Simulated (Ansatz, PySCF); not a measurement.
Torsion H4–N1–Si2–F3 in FH2NSi (SMILES N[Si]F); at each angle all else is relaxed with GFN2-xTB, and the levels are single points there.
Geometry at 0° (charge 0, multiplicity 1):
```xyz
5

N     -0.58377    -0.02504     0.05880
Si     0.92043    -0.75656     0.38363
F      1.65796     0.63463     0.86992
H     -0.76305     0.96208     0.18826
H     -1.38818    -0.52155    -0.28102
```

On the grid 0° to 330°, 90° is the highest and 0° the lowest point at CCSD(T)/CBS(cc-pV(T+d)Z, cc-pV(Q+d)Z).

Frozen-core correlation. CBS(a, b) extrapolates the correlation energy as X⁻³ and adds the Hartree–Fock energy of set b.

Codes used: Ansatz (a program for electronic structure); PySCF for the dispersion terms. 

PBE/def2-TZVPP gives 55.5 kJ/mol for the energy at 90° less that at 0°.

Problem. Where do these levels fall relative to PBE: PBE-D3(BJ)/def2-TZVPP, r2SCAN/def2-TZVPP, PBE0/def2-TZVPP, wB97M-V/def2-TZVPP, MP2/CBS(cc-pV(T+d)Z, cc-pV(Q+d)Z), CCSD(T)/CBS(cc-pV(T+d)Z, cc-pV(Q+d)Z).

Solution. PBE-D3(BJ)/def2-TZVPP 0.0; r2SCAN/def2-TZVPP 4.3; PBE0/def2-TZVPP 1.8; wB97M-V/def2-TZVPP 0.3; MP2/CBS(cc-pV(T+d)Z, cc-pV(Q+d)Z) 2.3; CCSD(T)/CBS(cc-pV(T+d)Z, cc-pV(Q+d)Z) 0.9 kJ/mol. 5 of 6 lie above PBE; the widest gap is to r2SCAN/def2-TZVPP.
